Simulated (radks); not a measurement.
Coherent X-ray form factor from a spherical all-electron density. All-electron calculation, scalar-relativistic Kohn-Sham, HCTH/407, spin-polarised, spherical densities, finite nucleus; Fermi nuclear charge, rms radius of each element as measured or else 0.836 A^(1/3) + 0.57 fm. Program: a radial shooting solver on a logarithmic mesh with Libxc functionals.

| sin(theta)/lambda (1/angstrom) | f0 (electrons) |
|---|---|
| 0.05 | 43.347 |
| 0.1 | 41.560 |
| 0.15 | 39.045 |
| 0.2 | 36.227 |
| 0.25 | 33.417 |
| 0.3 | 30.801 |
| 0.4 | 26.432 |
| 0.5 | 23.201 |
| 0.6 | 20.814 |
| 0.8 | 17.331 |
| 1 | 14.453 |
| 1.25 | 11.311 |
| 1.5 | 8.902 |
| 2 | 6.265 |

The species is in the configuration that NIST lists as its ground one. Which atom or ion scatters so?

Answer. The rhodium ion Rh+, [Kr] 4d8. Extrapolating in s^2 from the first two rows gives f0(0) = 43.9, near the electron count 44; among species with that count, the fall with angle is slower the higher Z, and the table is that of Z = 45; from so few rows the species is fixed only to a neighbour or two.
